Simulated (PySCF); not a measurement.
Cyclo-(H2GeCH2)3, C3H12Ge3.
Structure used (PBE0-D3(BJ)/def2-SVP), in Å, numbered top down from 1:
```
atom  x, y, z in Å
Ge1    0.243    0.054    1.938
H2     0.371    1.332    2.797
H3     0.340   -1.179    2.862
C4    -1.496    0.063    1.023
Ge5   -1.421    0.957   -0.718
H6    -0.850    2.380   -0.524
H7    -2.832    1.079   -1.333
C8    -0.236   -0.046   -1.921
Ge9    1.191   -1.014   -0.985
H10    0.665   -2.404   -0.563
H11    2.407   -1.216   -1.917
C12    1.697   -0.013    0.620
H13   -2.241    0.553    1.668
H14   -1.828   -0.976    0.869
H15   -0.832   -0.763   -2.506
H16    0.214    0.659   -2.637
H17    2.587   -0.463    1.085
H18    1.967    1.013    0.321
```

Computed with TDDFT CAM-B3LYP/def2-SVPD, vertical, gas phase, core orbitals frozen in the response in PySCF. Relativistic effects, spin–orbit coupling among them, are left out although an element past zinc is present.

Ground-to-excited transition dipoles (e·a0, same axes as the geometry; the sign carries no meaning), for the states with f of 0.002 or more among the lowest 8:

```tsv
state	E (hartree)	μx	μy	μz
S2	0.2709	0.135	-0.056	-0.020
S3	0.2756	0.394	-0.227	-0.038
S4	0.2857	0.036	-0.068	-0.339
S5	0.2860	0.576	-0.406	-0.008
S6	0.2911	0.312	-0.519	0.029
S7	0.2911	-0.061	-0.067	-0.720
S8	0.2942	-0.016	0.223	0.029
```

(1) What oscillator strength does each state have?

(2) Which bond between heavy atoms lies closest to the direction of the S7 transition dipole?

(3) What angle do the transition dipoles of S3 and S4 make?

Answers

(1) f = (2/3) ΔE |μ|² with ΔE in hartree (27.2114 eV).

```json
{"state": "S2", "|μ|² (au)": "0.022", "|μ| (D)": "0.37", "f": "0.004"}
{"state": "S3", "|μ|² (au)": "0.208", "|μ| (D)": "1.16", "f": "0.038"}
{"state": "S4", "|μ|² (au)": "0.121", "|μ| (D)": "0.88", "f": "0.023"}
{"state": "S5", "|μ|² (au)": "0.497", "|μ| (D)": "1.79", "f": "0.095"}
{"state": "S6", "|μ|² (au)": "0.368", "|μ| (D)": "1.54", "f": "0.071"}
{"state": "S7", "|μ|² (au)": "0.527", "|μ| (D)": "1.84", "f": "0.102"}
{"state": "S8", "|μ|² (au)": "0.051", "|μ| (D)": "0.57", "f": "0.010"}
```

(2) Ge9–C12, at 28° from it; next C4–Ge5 at 33°.

(3) |cos θ| = |μa·μb| / (|μa| |μb|) = 0.27, so θ ≈ 74° (taken between 0 and 90°, since the signs are arbitrary).

Hardware: one thread, Arm Neoverse V1 (aarch64), no GPU (shared host). Cost: 2.9 min wall (grids of density and orbitals included), 1.7 GiB resident at most.

One conformer stands for the species.
